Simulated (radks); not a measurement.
Question: Numerical settings for the neodymium ion Nd2+, [Xe] 4f4. Method: non-relativistic Kohn-Sham, r2SCAN, spin-polarised, spherical densities, point nucleus; open shells are filled with parallel spins first (spin-orbit coupling, left out, can overturn this in heavy ions); meta-GGA in the generalised Kohn-Sham scheme; relativity is left out, which matters for an element this heavy; computed with a radial shooting solver on a logarithmic mesh with Libxc functionals. The defaults (mesh step 0.008 in ln r, mesh end at 40 bohr or more with all orbitals vanishing there, Anderson mixing 0.5 over 9 steps, residual threshold near 1e-9 with the energy settled to 1e-9 hartree or 1e-11 of itself, here a cap of 66 iterations) give E = -9286.426 hartree and 4f at -18.136 eV in 12 iterations. Times are rough (one thread of a shared host). One setting is changed at a time: mesh step in ln r 0.08; mesh step in ln r 0.2; mesh step in ln r 0.012; mesh end (bohr) 5; mesh end (bohr) 8; residual threshold 0.001; residual threshold 1e-13; mixing 1; linear mixing, mixing 0.05; linear mixing, mixing 0.2; mixing history 20; iteration cap 8. Which runs fail to converge, and which converge to a wrong energy?

Answer: Not converged within the cap: mesh step in ln r 0.08; mesh step in ln r 0.2; linear mixing, mixing 0.05; iteration cap 8. Settings that end as converged yet miss the energy by more than 1 mhartree: mesh end (bohr) 5 (+0.00588 hartree).
